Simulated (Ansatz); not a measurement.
Species: BeF (charge 0, doublet). 
Coordinates optimised at B3LYP-D3(BJ)/def2-TZVP (Ansatz, a program for electronic structure):
SMILES: [Be][F]
```xyz
2

Be     0.0000     0.0000    -0.9505
F      0.0000     0.0000     0.4225
```
Charge 0, spin multiplicity 2.

Wanted: vertical electron affinity (to the singlet state of charge -1; a negative value means that the extra electron is unbound and the number depends on the basis; each state is the SCF solution reached for its spin; for the singlet the Hartree-Fock reference is unstable and T1 is 0.017), in eV. Correlated levels leave the core frozen unless marked. UHF or UKS for open shells. No spin-orbit coupling. Non-relativistic. Anions need diffuse functions: def2-D sets add few. Basis-set limits of correlation are two-point, X^-3; Hartree-Fock from the larger set.

```
level                                 program  vertical electron affinity (eV)
------------------------------------  -------  -------------------------------
SVWN5/def2-TZVPD                       Ansatz                             1.10
PBE/def2-TZVPD                         Ansatz                             0.94
r2SCAN/def2-TZVPD                      Ansatz                             0.80
B3LYP/def2-TZVPD                       Ansatz                             1.03
PBE0/def2-TZVPD                        Ansatz                             0.90
BHLYP/def2-TZVPD                       Ansatz                             0.87
CAM-B3LYP/def2-TZVPD                   Ansatz                             1.00
wB97M-V/def2-TZVPD                     Ansatz                             1.07
wB97X-V/def2-TZVPD                     Ansatz                             0.95
wB97X/def2-TZVPD                       Ansatz                             1.03
CCSD/def2-SVPD                         Ansatz                             0.76
CCSD/def2-TZVPPD                       Ansatz                             0.94
CCSD/def2-QZVPPD                       Ansatz                             0.91
CCSD/CBS(def2-TZVPPD,def2-QZVPPD)      Ansatz                             0.93
CCSD(T)/def2-SVPD                      Ansatz                             0.78
CCSD(T)/def2-TZVPPD                    Ansatz                             0.98
CCSD(T)/def2-QZVPPD                    Ansatz                             0.95
CCSD(T)/CBS(def2-TZVPPD,def2-QZVPPD)   Ansatz                             0.98
```
